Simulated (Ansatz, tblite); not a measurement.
Clusters of 3 atoms, alloy: E(high spin) − E(low spin) (eV) at several levels, gas phase, relaxed structures; Ansatz, xTB through tblite. Each state is relaxed at the level in the geometry column; the other columns are single points. Clusters are the lowest isomers that short searches found in that spin, judged at the geometry's level. Core potentials for Ag, Au, Pt, Te in the def2 sets, no spin–orbit coupling. xTB has no spin-polarisation term. The structures are stationary points that may keep the symmetry of their start. Correlated methods freeze inner cores and use unrestricted references for open shells. Remarks come from the PBE and PBE0 runs and from stability tests at other levels; not every state was tested. HOMO above LUMO (over both spins in singlets and doublets, within one spin in higher multiplets; at PBE or PBE0), or a gap under 0.15 eV within one spin, warns that the state may not be the lowest or that an electron is smeared out.

| species | state | geometry | GFN1-xTB | PBE-D4/def2-TZVP | BLYP-D4/def2-TZVP | PBE0-D4/def2-TZVP | HSE06-D4/def2-TZVP | RPA@PBE/def2-TZVP | remarks |
| --- | --- | --- | --- | --- | --- | --- | --- | --- | --- |
| Al2Ga | quartet − doublet | B3LYP-D4/def2-TZVP | 1.19 | 0.16 | – | 0.08 | 0.08 | 0.22 | – |
| Pt2Au | quartet − doublet | PBE0-D4/def2-TZVP | 0.93 | 0.48 | 0.48 | 0.66 | 0.65 | 0.44 | gap within one spin near zero |
| CuTe2 | quartet − doublet | PBE-D4/def2-TZVP | 3.17 | 1.27 | 1.24 | 1.46 | 1.46 | 1.34 | – |
| CuAg2 | quartet − doublet | PBE-D4/def2-TZVP | 2.67 | 2.21 | 2.31 | 2.14 | – | 1.77 | – |
